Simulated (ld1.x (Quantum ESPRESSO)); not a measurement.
# Before and after: TM potential for Tl

- Element: thallium (Tl)
- Generator: ld1.x (Quantum ESPRESSO) 7.5
- Type: norm-conserving Troullier–Martins (Kleinman–Bylander form)
- Functional: PBE
- Relativity: scalar-relativistic
- Frozen core: [Xe] 4f14
- Valence charge: 13
- Reference configuration: 5d10 6s1 6p0 (charge +2)
- Partial waves: 6s (bound): rc 1.90 bohr; 6p (bound, empty): rc 2.15 bohr; 5d (bound): rc 2.10 bohr
- Local potential: the d channel
- Core correction: a·sin(br)/r model core, default radius (core density twice the valence density)

Change: wave 6p (bound): rc 2.15 bohr becomes 6p (bound): rc 2.24 bohr.

Cutoffs: the cutoffs (Ry, on a coarse ladder) from which the occupation-weighted sum of valence levels, in a spherical-Bessel basis at the reference potential, stays within 10 and 1 mRy of its value at 400 Ry; they do not see the model core or the augmentation charge, which bear on the density cutoff. Errors are all-electron minus pseudo energies relative to the spin-unpolarised reference configuration.

**Question.** Predict the effect on cutoff, ghosts and configuration errors.

**Answer.** The potential gets neither clearly harder nor softer (50 Ry and 70 Ry → 50 Ry and 70 Ry); both files keep a bound ghost (p, s); of the 7 tests that both files solve, the error grows in 0 and shrinks in 3 by more than 15 % and 0.3 meV (median size 25.5 → 23.2 meV). That the errors move this way runs against the usual rule that smaller radii transfer better.

```tsv
quantity	base	changed
cutoff, loose	50 Ry	50 Ry
cutoff, tight	70 Ry	70 Ry
bound ghosts	s, p	s, p
error for 5d10 6s2 6p1, meV [ΔE -25.95 eV]	-28	-23
error for 5d10 6s2 6p0, meV [ΔE -20.78 eV]	-1.3	-1.3
error for 5d10 6s0 6p0, meV [ΔE 30.14 eV]	-25	-25
error for 5d10 6s1 6p1, meV [ΔE -12.50 eV]	-2.6	-2.1
error for 5d10 6s2 6p1.3, meV [ΔE -26.44 eV]	-38	-31
error for 5d9 6s2 6p2, meV [ΔE -11.23 eV]	-171	-182
error for 5d10 6s0 6p3, meV [ΔE -10.74 eV]	-19	-19
```

 A true bound ghost makes a file unfit for plane-wave use even where its test errors are small: the radial tests pick states by their node count and pass the ghost by.
